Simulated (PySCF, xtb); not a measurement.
H₂O₂Sc, SMILES [OH][Sc][OH] (connectivity only; charge and spin as stated), neutral, multiplicity 2. Other conformers were not sampled.

Harmonic wavenumbers (cm⁻¹) from GFN2-xTB (xtb) at its own minimum, in rising order: 37, 308, 326, 327, 329, 520, 689, 3699, 3700.

Question: What does B3LYP-D3(BJ)/def2-TZVP run with PySCF give at its own minimum? (The exact figures need the calculation; the answer reports its results.)

Answer: 119, 352, 362, 369, 390, 687, 738, 3934, 3935. Paired by order, the mean absolute difference is 106 cm⁻¹ and the zero-point energies are 14.2 and 15.6 kcal/mol.
